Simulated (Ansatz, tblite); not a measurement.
Cost and result up the ladder for TaF5 (6 atoms). Total charge 0; singlet. Geometry: PBE0-D4/def2-SVP.

```csv
atom,x (Å),y (Å),z (Å)
Ta1,0.0000,0.0000,0.0000
F2,1.4945,0.3032,-1.0994
F3,-1.4947,-0.3029,1.0993
F4,-0.7796,1.5590,-0.6301
F5,1.0914,0.0489,1.4972
F6,-0.3116,-1.6082,-0.8669
```

Ansatz on 2 threads of AMD EPYC 7R13 on a shared host; xTB runs through tblite on one thread. Times are rough, summed over both states, and most runs start from the orbitals of an earlier one. PBE0-D4/def2-TZVP serves as the yardstick here, not as an exact answer. Differences are given only for rows in sets of like size (and for xTB, whose basis is part of the method), since another set adds its own error. The other state is a doublet.

In the def2 sets Ta takes a core potential; there is no spin–orbit coupling. The xTB rows come from tblite. Correlated methods freeze 5 core orbitals; core or outer-core shells of Ta are correlated, in sets that lack core-valence functions. The rows differ in basis, and correlated rows in double-zeta sets carry the largest basis error. In CCSD on the charge 1 doublet the largest single amplitude is 0.44, so its Hartree–Fock determinant may place the open shell otherwise than the density functionals do. HOMO above LUMO, or a gap near zero within one spin, warns that the state may not be the lowest or that an electron is smeared out.

Run but left out: HF/def2-SVP, MP2/def2-SVP (charge +1 doublet: a determinant that CCSD turns far, T1 0.070); PBE-D4/def2-TZVP (charge +1 doublet: an occupied level 0.03 eV above an empty one).

Correlated methods converge slowly with the basis, most of all in double-zeta sets.

Raw xTB energies of ions are shifted by several eV.

```csv
level,functions,wall time,vertical IE (eV),difference from PBE0-D4/def2-TZVP (eV),remarks
GFN2-xTB,29,0.01 s,18.19,3.58,–
GFN1-xTB,29,0.017 s,16.79,2.18,–
r2SCAN-D4/def2-TZVP,195,21 s,13.98,-0.62,gap within one spin near zero (+1 doublet)
PBE0-D4/def2-TZVP (with forces),195,27 s,14.61,0.00,–
CCSD(T)/def2-SVP,102,37 s,15.12,–,large T1 (0.070) (+1 doublet)
```
